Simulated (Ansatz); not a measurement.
CH4AlNO (`C1[NH][AlH][O]1`) at its PBE0-D4/def2-TZVP geometry, where that method's forces vanish. Charge 0, multiplicity 1.

| atom | x (Å) | y (Å) | z (Å) |
| --- | --- | --- | --- |
| C1 | -0.314 | -0.866 | 0.003 |
| N2 | -0.143 | 0.322 | -0.838 |
| Al3 | 0.577 | 1.109 | 0.560 |
| O4 | 0.227 | -0.442 | 1.249 |
| H5 | 0.245 | -1.735 | -0.370 |
| H6 | -1.369 | -1.147 | 0.131 |
| H7 | -0.443 | 0.310 | -1.794 |
| H8 | 1.220 | 2.450 | 1.058 |

Problem. For each bond, give half the difference of the two atoms' forces along it (eV/Å; positive pushes the atoms apart) under PBE-D4, r2SCAN-D4, B3LYP-D4, ωB97M-V in def2-TZVPP. (Estimate.)

Solution. The calculation gave: 
```csv
bond,length (Å),PBE-D4,r2SCAN-D4,B3LYP-D4,ωB97M-V
C1–N2,1.466,0.10,0.19,0.28,0.28
C1–O4,1.423,0.37,0.27,0.34,0.28
C1–H5,1.099,0.08,-0.07,-0.18,-0.21
C1–H6,1.099,0.08,-0.07,-0.18,-0.21
N2–Al3,1.758,0.24,0.06,0.17,0.14
N2–H7,1.002,0.11,-0.05,-0.08,-0.10
Al3–O4,1.733,0.50,0.11,0.16,0.10
Al3–H8,1.569,-0.21,-0.07,-0.22,-0.23
```

B3LYP here is the variant with VWN-RPA as its local correlation; programs differ in this.

Program: Ansatz 0.2.0.
